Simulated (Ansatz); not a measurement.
Nudged elastic band run: CH7NSSi

The input (input.yaml):

```yaml
crystal:
  periodic: [false, false, false]
  atoms:
    - { symbol: C, position_ang: [-1.017013, 1.087861, -0.220497] }
    - { symbol: Si, position_ang: [0.034794, -0.430954, 0.1331] }
    - { symbol: "N", position_ang: [1.566069, 0.129205, 0.735339] }
    - { symbol: S, position_ang: [0.530235, -1.579545, -1.643609] }
    - { symbol: H, position_ang: [-1.988213, 0.790449, -0.664224] }
    - { symbol: H, position_ang: [-1.229555, 1.655186, 0.710289] }
    - { symbol: H, position_ang: [-0.50123, 1.761843, -0.933585] }
    - { symbol: H, position_ang: [-0.757759, -1.375982, 1.012243] }
    - { symbol: H, position_ang: [1.594139, 0.940013, 1.358217] }
    - { symbol: H, position_ang: [2.296543, -0.545124, 0.974366] }
    - { symbol: H, position_ang: [-0.462808, -2.489953, -1.441039] }
basis:
  gaussian: { orbitals: def2-SVP }
hamiltonian:
  xc: pbe
  dispersion: d4
neb:
  order_check: false
  images: 7
  f_tol: 0.03
  max_iterations: 60
  final_atoms:
    - { symbol: C, position_ang: [-1.02387548, 0.95421452, -0.35038394] }
    - { symbol: Si, position_ang: [0.03995702, -0.43967108, 0.33122032] }
    - { symbol: "N", position_ang: [1.48965209, 0.19442415, 1.05572434] }
    - { symbol: S, position_ang: [0.5357286, -1.80692258, -1.30401295] }
    - { symbol: H, position_ang: [-1.96694763, 0.56245165, -0.78279267] }
    - { symbol: H, position_ang: [-1.28111529, 1.66828508, 0.45839173] }
    - { symbol: H, position_ang: [-0.48701435, 1.50406322, -1.14985793] }
    - { symbol: H, position_ang: [-0.67599668, -1.17566421, 1.43159531] }
    - { symbol: H, position_ang: [1.99097604, -0.40438509, 1.71731872] }
    - { symbol: H, position_ang: [2.16030822, 0.68531303, 0.45699889] }
    - { symbol: H, position_ang: [-0.71647055, -1.79910971, -1.84360184] }
  initial_path:
    images:
      - { positions_ang: [[-1.017013, 1.087861, -0.220497], [0.034794, -0.430954, 0.1331], [1.566069, 0.129205, 0.735339], [0.530235, -1.579545, -1.643609], [-1.988213, 0.790449, -0.664224], [-1.229555, 1.655186, 0.710289], [-0.50123, 1.761843, -0.933585], [-0.757759, -1.375982, 1.012243], [1.594139, 0.940013, 1.358217], [2.296543, -0.545124, 0.974366], [-0.462808, -2.489953, -1.441039]] }
      - { positions_ang: [[-0.99957543, 1.04842219, -0.23300905], [0.03649583, -0.43136431, 0.16573243], [1.5489952, 0.11411078, 0.77552128], [0.5548166, -1.60369302, -1.57643258], [-1.97533515, 0.74964671, -0.68077073], [-1.23128761, 1.65594062, 0.6702818], [-0.4914936, 1.71705723, -0.9600316], [-0.7115859, -1.33918214, 1.0844469], [1.5564859, 0.9066903, 1.43696283], [2.30242178, -0.50790555, 0.84611041], [-0.52473563, -2.36672382, -1.50821168]] }
      - { positions_ang: [[-0.98213786, 1.00898339, -0.2455211], [0.03819767, -0.43177461, 0.19836486], [1.5319214, 0.09901656, 0.81570356], [0.5793982, -1.62784103, -1.50925615], [-1.9624573, 0.70884441, -0.69731746], [-1.23302021, 1.65669525, 0.6302746], [-0.48175721, 1.67227146, -0.98647821], [-0.6654128, -1.30238229, 1.15665081], [1.51883281, 0.8733676, 1.51570865], [2.30830055, -0.47068711, 0.71785481], [-0.58666325, -2.24349463, -1.57538437]] }
      - { positions_ang: [[-0.96470029, 0.96954458, -0.25803314], [0.0398995, -0.43218492, 0.23099728], [1.5148476, 0.08392235, 0.85588584], [0.60397981, -1.65198905, -1.44207973], [-1.94957945, 0.66804212, -0.7138642], [-1.23475282, 1.65744987, 0.59026741], [-0.47202081, 1.62748569, -1.01292481], [-0.61923969, -1.26558243, 1.22885471], [1.48117971, 0.84004489, 1.59445448], [2.31417933, -0.43346866, 0.58959922], [-0.64859088, -2.12026545, -1.64255705]] }
      - { positions_ang: [[-0.94726272, 0.93010578, -0.27054519], [0.04160134, -0.43259522, 0.26362971], [1.49777379, 0.06882813, 0.89606812], [0.62856141, -1.67613707, -1.3749033], [-1.9367016, 0.62723983, -0.73041093], [-1.23648543, 1.65820449, 0.55026021], [-0.46228442, 1.58269992, -1.03937142], [-0.57306659, -1.22878257, 1.30105862], [1.44352662, 0.80672219, 1.6732003], [2.3200581, -0.39625022, 0.46134362], [-0.7105185, -1.99703626, -1.70972974]] }
      - { positions_ang: [[-0.96641591, 0.93613296, -0.29050488], [0.04119026, -0.43436419, 0.28052736], [1.49574337, 0.10022714, 0.93598217], [0.60535321, -1.70883345, -1.35718071], [-1.9442631, 0.61104279, -0.74350636], [-1.24764289, 1.66072464, 0.52729309], [-0.4684669, 1.56304074, -1.06699305], [-0.59879911, -1.21550298, 1.33369279], [1.58038897, 0.50394537, 1.68422991], [2.28012063, -0.1258594, 0.46025744], [-0.71200652, -1.94755462, -1.74319776]] }
      - { positions_ang: [[-0.9855691, 0.94216015, -0.31046457], [0.04077918, -0.43613315, 0.29742502], [1.49371294, 0.13162614, 0.97589623], [0.582145, -1.74152982, -1.33945813], [-1.95182461, 0.59484574, -0.7566018], [-1.25880036, 1.66324479, 0.50432597], [-0.47464938, 1.54338157, -1.09461467], [-0.62453164, -1.20222339, 1.36632696], [1.71725133, 0.20116855, 1.69525951], [2.24018316, 0.14453141, 0.45917126], [-0.71349453, -1.89807299, -1.77666579]] }
      - { positions_ang: [[-1.00472229, 0.94818734, -0.33042425], [0.0403681, -0.43790211, 0.31432267], [1.49168252, 0.16302515, 1.01581028], [0.5589368, -1.7742262, -1.32173554], [-1.95938612, 0.5786487, -0.76969723], [-1.26995782, 1.66576493, 0.48135885], [-0.48083187, 1.52372239, -1.1222363], [-0.65026416, -1.1889438, 1.39896114], [1.85411368, -0.10160827, 1.70628912], [2.20024569, 0.41492222, 0.45808508], [-0.71498254, -1.84859135, -1.81013381]] }
      - { positions_ang: [[-1.02387548, 0.95421452, -0.35038394], [0.03995702, -0.43967108, 0.33122032], [1.48965209, 0.19442415, 1.05572434], [0.5357286, -1.80692258, -1.30401295], [-1.96694763, 0.56245165, -0.78279267], [-1.28111529, 1.66828508, 0.45839173], [-0.48701435, 1.50406322, -1.14985793], [-0.67599668, -1.17566421, 1.43159531], [1.99097604, -0.40438509, 1.71731872], [2.16030822, 0.68531303, 0.45699889], [-0.71647055, -1.79910971, -1.84360184]] }
```

Run as:

```bash
$ ansatz run input.yaml --threads 2 --pin off --max-ram 3072MiB --backend cpu --events-out ev --progress --plain --runs-dir out
```

Output, in part (warnings, iteration lines, the closing report on the highest movable image, with atoms numbered from 0):

```
NEB end point (image 0): max|allowed force component| = 1.383e-2 eV/Å (the criterion of neb.relax_end_points is 1.000e-2)
NEB end point (image 8): max|allowed force component| = 1.065e-2 eV/Å (the criterion of neb.relax_end_points is 1.000e-2)
NEB iter   1: max|band force component| = 2.814e1 eV/Å  barrier→ = 3.4400 eV  barrier← = 3.4518 eV  Δτ_max = 0.2000 Å  (250 SCF iters)
NEB iter   2: max|band force component| = 1.336e0 eV/Å  barrier→ = 0.2802 eV  barrier← = 0.2920 eV  Δτ_max = 0.1639 Å  (204 SCF iters)
NEB iter   3: max|band force component| = 7.673e-1 eV/Å  barrier→ = 0.1425 eV  barrier← = 0.1543 eV  Δτ_max = 0.1813 Å  (194 SCF iters)
NEB iter   4: max|band force component| = 7.881e-1 eV/Å  barrier→ = 0.1320 eV  barrier← = 0.1438 eV  Δτ_max = 0.0904 Å  (198 SCF iters)
NEB iter   5: max|band force component| = 3.564e-1 eV/Å  barrier→ = 0.1067 eV  barrier← = 0.1185 eV  CI = image 4  Δτ_max = 0.1255 Å  (196 SCF iters)
NEB iter   6: max|band force component| = 1.590e-1 eV/Å  barrier→ = 0.1074 eV  barrier← = 0.1192 eV  CI = image 4  Δτ_max = 0.0946 Å  (197 SCF iters)
NEB iter   7: max|band force component| = 1.896e-1 eV/Å  barrier→ = 0.0979 eV  barrier← = 0.1097 eV  CI = image 4  Δτ_max = 0.0476 Å  (197 SCF iters)
NEB iter   8: max|band force component| = 1.713e-1 eV/Å  barrier→ = 0.0958 eV  barrier← = 0.1076 eV  CI = image 4  Δτ_max = 0.0476 Å  (201 SCF iters)
NEB iter   9: max|band force component| = 1.017e-1 eV/Å  barrier→ = 0.0963 eV  barrier← = 0.1082 eV  CI = image 4  Δτ_max = 0.0917 Å  (200 SCF iters)
NEB iter  10: max|band force component| = 1.511e-1 eV/Å  barrier→ = 0.0958 eV  barrier← = 0.1076 eV  CI = image 4  Δτ_max = 0.0464 Å  (197 SCF iters)
NEB iter  11: max|band force component| = 1.746e-1 eV/Å  barrier→ = 0.0955 eV  barrier← = 0.1073 eV  CI = image 4  Δτ_max = 0.0239 Å  (182 SCF iters)
NEB iter  12: max|band force component| = 5.635e-2 eV/Å  barrier→ = 0.0954 eV  barrier← = 0.1072 eV  CI = image 4  Δτ_max = 0.0473 Å  (184 SCF iters)
NEB iter  13: max|band force component| = 1.074e-1 eV/Å  barrier→ = 0.0954 eV  barrier← = 0.1072 eV  CI = image 4  Δτ_max = 0.0239 Å  (191 SCF iters)
NEB iter  14: max|band force component| = 3.537e-2 eV/Å  barrier→ = 0.0952 eV  barrier← = 0.1071 eV  CI = image 4  Δτ_max = 0.0154 Å  (196 SCF iters)
NEB iter  15: max|band force component| = 3.824e-2 eV/Å  barrier→ = 0.0952 eV  barrier← = 0.1070 eV  CI = image 4  Δτ_max = 0.0069 Å  (173 SCF iters)
NEB iter  16: max|band force component| = 1.005e-2 eV/Å  barrier→ = 0.0952 eV  barrier← = 0.1070 eV  CI = image 4  Δτ_max = 0.0000 Å  (353 SCF iters)
Total energy: -21335.94855432 eV, -784.0816473459 hartree
Atom 0 at    -1.060850     0.959511    -0.332368 Å, force     0.001541    -0.000242     0.000165 eV/Å
Atom 1 at     0.063641    -0.415870     0.283652 Å, force     0.000611     0.003808     0.001075 eV/Å
Atom 2 at     1.604105     0.215985     0.818435 Å, force    -0.003546    -0.005862    -0.001318 eV/Å
Atom 3 at     0.602836    -1.757363    -1.339027 Å, force     0.000568    -0.000774    -0.001210 eV/Å
Atom 4 at    -2.035965     0.558909    -0.678528 Å, force    -0.000351    -0.000436     0.000038 eV/Å
Atom 5 at    -1.267883     1.683053     0.484448 Å, force    -0.000266     0.000308     0.000146 eV/Å
Atom 6 at    -0.579681     1.505672    -1.167887 Å, force    -0.000422    -0.000030     0.000048 eV/Å
Atom 7 at    -0.682172    -1.175199     1.360741 Å, force    -0.000545    -0.000452     0.000118 eV/Å
Atom 8 at     1.661034     0.558713     1.782086 Å, force     0.001181     0.000721    -0.001219 eV/Å
Atom 9 at     2.433325    -0.349629     0.616236 Å, force     0.001032     0.002608     0.001622 eV/Å
Atom 10 at    -0.673188    -1.840782    -1.807188 Å, force     0.000197     0.000352     0.000535 eV/Å
Dipole moment:    -0.083982     0.158852     0.229238 e Å
```

It converged. A vibrational analysis at the climbing image gives one clearly imaginary mode, 230i cm⁻¹: a first-order saddle point.

Final band (atoms are numbered from 1 in the order of the input):

| image | path coordinate (Å) | energy (eV) | height of N3 over the plane of its neighbours (Å) |
| --- | --- | --- | --- |
| 0 | 0.00 | 0.000 | 0.22 |
| 1 | 0.34 | 0.012 | 0.25 |
| 2 | 0.68 | 0.044 | 0.27 |
| 3 | 1.02 | 0.080 | 0.29 |
| 4 | 1.36 | 0.095 | 0.29 |
| 5 | 1.82 | 0.070 | 0.23 |
| 6 | 2.28 | 0.022 | 0.20 |
| 7 | 2.73 | -0.006 | 0.25 |
| 8 | 3.19 | -0.012 | 0.26 |

Time of the run: 3 min on 2 threads of Arm Neoverse V2 (shared host), peak memory 0.13 GiB.
